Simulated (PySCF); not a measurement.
Species: BCl2(SiH3).
Bonds: B1–Cl2, B1–Cl3, B1–Si4. Hydrogens: H5, H6, H7 on Si4.

The calculation used PBE0-D3(BJ)/def2-SVP geometry optimisation, gas phase in PySCF.

(1) What internal coordinates does the optimisation give?

Answers

(1) 
```
                  bond  length (Å)
        B1–Cl2, B1–Cl3       1.749
                B1–Si4       2.024
Si4–H5, Si4–H6, Si4–H7       1.495
```

Bonds in one row agree within 0.01 Å and their mean is given. A selection of angles:
```
     angle  degrees
Cl2–B1–Cl3    118.3
Cl2–B1–Si4    120.7
 B1–Si4–H5    111.2
 B1–Si4–H7    107.9
 H5–Si4–H6    109.6
 H5–Si4–H7    108.4
```

B1 (boron bonded to 2 Cl and Si) is planar (angles 120.9°, 120.7° and 118.3°, sum 360.0°, 0.02 Å off the plane of its three neighbours). Si4 (silicon bonded to B and 3 H) is tetrahedral (angles from 107.9° to 111.2°). The 4 heavy atoms lie in one plane (0.010 Å rms).

Point group: Cs (every atom within 0.08 Å of its image). Not checked by PBE0-D3(BJ)/def2-SVP frequencies.
